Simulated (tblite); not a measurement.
Species: C₂H₁₂SSi₃.
Numbering: `[CH3:1][CH2:2][S:3][SiH:4]([SiH3:5])[SiH3:6]` (hydrogens: H7, H8, H9 on C1; H10, H11 on C2; H12 on Si4; H13, H14, H15 on Si5; H16, H17, H18 on Si6)

Computed with GFN2-xTB (tblite), gas phase: L-BFGS steps from a force-field or distance-geometry start until the largest atomic force falls under 0.01 eV/Å.

Step 28: E = -512.4138 eV
```
atom  x, y, z in Å  |  force x, y, z in eV/Å
C1      2.8477    0.0173    0.1835   -0.091  -0.034  -0.008
C2      2.1259   -1.1225   -0.5194   -0.108   0.024  -0.056
S3      0.7216   -0.5820   -1.5753    0.117   0.009   0.120
Si4    -0.8513    0.0778   -0.2077   -0.092   0.125  -0.013
Si5    -2.6654   -1.3830   -0.2675    0.042  -0.019  -0.006
Si6    -1.4128    2.2849   -0.7208    0.006  -0.020  -0.038
H7      3.8473   -0.3045    0.4764   -0.042   0.037  -0.080
H8      2.3233    0.3259    1.0845   -0.115  -0.016   0.006
H9      2.9200    0.8865   -0.4687    0.105  -0.106  -0.044
H10     2.7813   -1.6248   -1.2327    0.013   0.071   0.041
H11     1.7488   -1.8655    0.1842    0.001   0.060   0.011
H12    -0.1974   -0.0110    1.1022    0.104  -0.025   0.067
H13    -3.4231   -1.1606   -1.5008   -0.010  -0.053   0.004
H14    -2.3719   -2.8138   -0.1604    0.022  -0.024  -0.053
H15    -3.5603   -1.0870    0.8534    0.002   0.055   0.012
H16    -2.4465    2.7135    0.2255   -0.019  -0.032   0.019
H17    -2.0107    2.3236   -2.0602    0.038   0.037   0.039
H18    -0.3852    3.3316   -0.6726    0.027  -0.089  -0.021
```

Step 29: E = -512.4186 eV
```
atom  x, y, z in Å  |  force x, y, z in eV/Å
C1      2.8455    0.0192    0.1830   -0.085  -0.037  -0.028
C2      2.1276   -1.1200   -0.5199   -0.188   0.001  -0.095
S3      0.7212   -0.5808   -1.5773    0.097   0.024   0.164
Si4    -0.8570    0.0829   -0.2107   -0.124   0.039  -0.046
Si5    -2.6692   -1.3940   -0.2679    0.082   0.016   0.001
Si6    -1.4076    2.2916   -0.7219    0.018  -0.050  -0.033
H7      3.8351   -0.3120    0.4939    0.001   0.032  -0.041
H8      2.3072    0.3420    1.0705   -0.101   0.003  -0.005
H9      2.9428    0.8758   -0.4817    0.083  -0.072  -0.025
H10     2.7829   -1.6179   -1.2362    0.016   0.053   0.055
H11     1.7483   -1.8637    0.1822    0.019   0.059   0.000
H12    -0.2127   -0.0104    1.1040    0.113  -0.022   0.059
H13    -3.4386   -1.1811   -1.4975    0.017  -0.063   0.024
H14    -2.3548   -2.8227   -0.1539   -0.002   0.028  -0.058
H15    -3.5641   -1.0961    0.8548    0.023   0.037  -0.007
H16    -2.4367    2.7234    0.2238   -0.054  -0.019   0.055
H17    -2.0076    2.3441   -2.0580    0.036   0.032   0.008
H18    -0.3710    3.3259   -0.6637    0.050  -0.060  -0.028
```

Q: Estimate the geometry and energy of step 30. (The exact step hangs on the optimiser's Hessian estimate; all steps are aligned on step 29, rigid shifts and turns removed.)

A: E = -512.4234 eV, largest force 0.205 eV/Å
```
atom  x, y, z in Å  |  force x, y, z in eV/Å
C1      2.8417    0.0204    0.1820   -0.057  -0.026  -0.037
C2      2.1266   -1.1174   -0.5218   -0.188  -0.013  -0.081
S3      0.7222   -0.5784   -1.5763    0.016   0.055   0.146
Si4    -0.8643    0.0888   -0.2132   -0.100  -0.061  -0.034
Si5    -2.6714   -1.4046   -0.2684    0.096   0.047   0.010
Si6    -1.4025    2.2971   -0.7237    0.014  -0.054  -0.006
H7      3.8222   -0.3186    0.5099    0.023   0.019   0.002
H8      2.2896    0.3576    1.0562   -0.074   0.020  -0.030
H9      2.9659    0.8631   -0.4950    0.049  -0.026  -0.004
H10     2.7851   -1.6100   -1.2385    0.010   0.024   0.055
H11     1.7475   -1.8602    0.1803    0.021   0.028   0.003
H12    -0.2255   -0.0100    1.1073    0.096  -0.014   0.013
H13    -3.4534   -1.2019   -1.4935    0.045  -0.071   0.040
H14    -2.3374   -2.8308   -0.1491   -0.024   0.072  -0.060
H15    -3.5669   -1.1030    0.8555    0.046   0.015  -0.025
H16    -2.4283    2.7317    0.2227   -0.069  -0.010   0.074
H17    -2.0045    2.3646   -2.0556    0.030   0.027  -0.032
H18    -0.3556    3.3178   -0.6554    0.068  -0.033  -0.034
```

The energy changes by -0.0047 eV. The first-order estimate −F·Δx gives -0.0066 eV and the mean of the old and new forces, exact on a quadratic surface, -0.0047 eV. The step makes an angle of 78° with the force vector and moves no atom by more than 0.030 Å.

The cost below is that of the whole relaxation. Time: 1.8 s. Hardware: an Arm Neoverse N1 with one thread, no GPU, on a shared host.
